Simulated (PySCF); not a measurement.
**The electron affinity along group 10**

Calculated with PySCF 2.14 from differences of total energies of unrestricted determinants, without spin-orbit coupling. Values in eV. The last column holds reference values (measured affinities from photodetachment; the arrow runs from anion to atom). Unmarked ones compare directly (S terms, centres of terms, or small fine structure); those marked * lie between the lowest fine-structure levels and include a spin-orbit shift.

```
                               element                         configurations     UHF    LDA   PBE0  MP2 (valence)  SCS-MP2 (valence)  CCSD(T) (valence)  reference
    Ni (aug-cc-pVDZ, non-relativistic)            [Ar] 3d9 4s2 → [Ar] 3d8 4s2  -1.401  2.510  1.271          1.448              1.123              1.003    1.157 *
Pd (aug-cc-pVDZ-PP with ECP28MDF, ECP)              [Kr] 4d10 5s1 → [Kr] 4d10  -0.273  1.144  0.605          0.215              0.135              0.385      0.562
Pt (aug-cc-pVDZ-PP with ECP60MDF, ECP)  [Xe] 4f14 5d9 6s2 → [Xe] 4f14 5d9 6s1   0.420  2.410  1.812          1.829              1.847              1.920    2.125 *
```

The highest occupied level of the anion is positive for Ni⁻ at LDA, PBE0; Pd⁻ at UHF, LDA, PBE0; Pt⁻ at LDA, PBE0, so there the basis helps to hold the electron.

"Valence" correlates the outer s and p shells and, in groups 3 to 12 and the f block, the outer d or f shell, open or full, or the next shell where the ion has no valence electron left; the wider scheme adds the next inner shell.
